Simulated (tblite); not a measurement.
C4H11SSi (doublet state).
Geometry (GFN2-xTB, Å), atoms numbered from 1 in this order:
```
atom  x, y, z in Å
C1     2.341    0.964   -0.194
Si2    1.465   -0.542   -0.947
C3    -0.136   -0.921    0.027
C4    -1.119    0.243    0.033
C5    -2.395   -0.119    0.789
S6    -3.565    1.243    0.825
H7     3.289    1.147   -0.691
H8     2.549    0.823    0.863
H9     1.743    1.865   -0.295
H10    1.114   -0.270   -2.346
H11    2.331   -1.725   -0.866
H12   -0.622   -1.796   -0.409
H13    0.109   -1.187    1.057
H14   -0.664    1.115    0.507
H15   -1.380    0.518   -0.991
H16   -2.899   -0.965    0.317
H17   -2.170   -0.380    1.825
```

Structure optimised with GFN2-xTB, isolated species. This method treats the open shell by occupation alone, without spin polarisation.

Masses are those of the commonest isotopes; rigid-rotor values at the optimised geometry. The values belong to one conformer with, in the numbering `[CH3:1][SiH2:2][CH2:3][CH2:4][CH2:5][S:6]`, C1–Si2–C3–C4 59°, Si2–C3–C4–C5 178°, C3–C4–C5–S6 179°.

**Question.** What are A, B and C (MHz)?

**Answer.** Ia = 87.50, Ib = 687.56, Ic = 738.22 u·Å²; 505379 MHz·u·Å²/I gives A = 5776, B = 735.0, C = 684.6 MHz.

**Question.** What kind of rotor is it?

**Answer.** A near-prolate asymmetric top. Ray's parameter κ = (2B − A − C)/(A − C) = -0.980; −1 is the prolate and +1 the oblate limit.

**Question.** What does the inertial defect say?

**Answer.** Not planar: Δ = Ic − Ia − Ib = -36.84 u·Å². For a rigid frame Δ = −2 Σ m c², so Σ m c² = 18.42 u·Å² lies off the ab plane: 10.94 from hydrogen and 7.48 from heavier atoms. The atom farthest from that plane is 1.76 Å away.

**Question.** Give the other two planar moments, Paa and Pbb, and the rms extents of the mass along the axes.

**Answer.** Paa = Σ m a² = (Ib + Ic − Ia)/2 = 669.14 and Pbb = Σ m b² = (Ia + Ic − Ib)/2 = 69.08 u·Å². With the mass M = 119.04 u, the rms extents √(P/M) along a, b and c are 2.37, 0.76, 0.39 Å.

**Question.** Where do the levels up to J = 2 lie, in MHz?

**Answer.** Above 0(0,0):
J = 1: 1(0,1) 1420, 1(1,1) 6460, 1(1,0) 6511
J = 2: 2(0,2) 4258, 2(1,2) 9249, 2(1,1) 9400, 2(2,1) 24522, 2(2,0) 24522

**Question.** Estimate the classical rotational partition function at 10 K, 50 K and 298.15 K.

**Answer.** Point group C1, symmetry number σ = 1; q = (√π/σ)·√((kT/h)³/(ABC)), k/h = 20836.6 MHz/K: 3130 at 10 K, 35000 at 50 K, 509000 at 298.15 K.

For this open shell read J as N, the rotation without spin; fine and hyperfine splittings come on top. Its GFN2-xTB frequencies are all real (lowest 44 cm⁻¹). These are rigid-rotor constants of the computed structure; measured ground-state constants (B0) also hold zero-point vibration.
